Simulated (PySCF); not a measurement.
Computed shifts of a molecule C2H4ClNOSi, PySCF with PBE/pcSseg-1, GIAO, gas phase, atoms alike by connectivity averaged where their shifts nearly agree, in ppm (number of nuclei): ²⁹Si: -9.1 (1). ¹³C: 198.0 (1), 76.7 (1). ¹⁵N: 491.4 (1). ¹H: 8.70 (1), 4.83 (1), 4.66 (1), 3.10 (1). References: ¹⁷O against H2O (σ = 334.3 ppm); ²⁹Si against TMS (σ = 335.4 ppm); ³⁵Cl against HCl (σ = 936.5 ppm); ¹³C against TMS (σ = 182.0 ppm); ¹⁵N against NH3 (σ = 267.0 ppm); ¹H against TMS (σ = 31.49 ppm), references at their B3LYP-D3(BJ)/def2-TZVP geometries, non-relativistic (without spin–orbit terms, shifts of atoms bonded to Cl or Br come out too high). Coordinates come from a B3LYP-D3(BJ)/def2-SVP optimisation. Other conformers were not sampled.

Task: Which molecule gave these data?
A. C[Si@@H](Cl)OC#N
B. O[Si@@]1(Cl)C=NC1
C. Cl[Si@H]1CN=CO1
D. Cl[Si@H]1COC=N1

Result: B, O[Si@@]1(Cl)C=NC1
